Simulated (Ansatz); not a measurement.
Energy needed to pull apart InH2I (SMILES [InH2][I]), closed shell, into free ground-state atoms, from the structure below (displaced at random from a GFN2-xTB minimum); no zero-point or spin–orbit terms; open-shell atoms are treated unrestricted, in their ground-state multiplicity.

```xyz
4
angstrom
In -0.0740 0.0577 -0.0070
I 2.3993 0.2695 0.8195
H -1.0727 -1.4868 0.2834
H -1.0310 1.2345 -0.7744
```

Ansatz 0.2.0; basis: def2-TZVPP; cores frozen in the correlated methods. Filled d shells of the heavier atoms are correlated. Core potentials replace the inner electrons of the atoms past krypton. The def2 sets are not built for correlating such inner shells, so the correlated values are less sure here.

```tsv
method	atomization energy (kJ/mol)
PBE-D4	712
revPBE-D4	690
BLYP-D4	692
r2SCAN-D4	729
PBE0-D4	714
wB97M-V	?
HF	522
MP2	?
CCSD	704
CCSD(T)	716
```

Problem. What does MP2 give? (To be estimated.)

Solution. By the calculation: 701 kJ/mol, which is about 15 kJ/mol less than CCSD(T)/def2-TZVPP.

Problem. What does wB97M-V give? (An estimate is asked for; the value comes from the calculation.)

Solution. Computed: 723 kJ/mol, which is about 7 kJ/mol more than CCSD(T)/def2-TZVPP.

In triple zeta the MP2 and coupled-cluster atomization energies are still short of their basis limit by a few kcal/mol a bond, whereas those of the functionals are nearly converged, so these differences are not deviations from converged CCSD(T).

T1 diagnostic: at most 0.013.

For scale, one of the runs: CCSD(T)/def2-TZVPP forces, 128 basis functions (an equivalent command: `ansatz run in.yaml --threads 4`). The run took 72 s on 4 CPU threads (shared host), with 1.4 GiB of host memory at its peak.
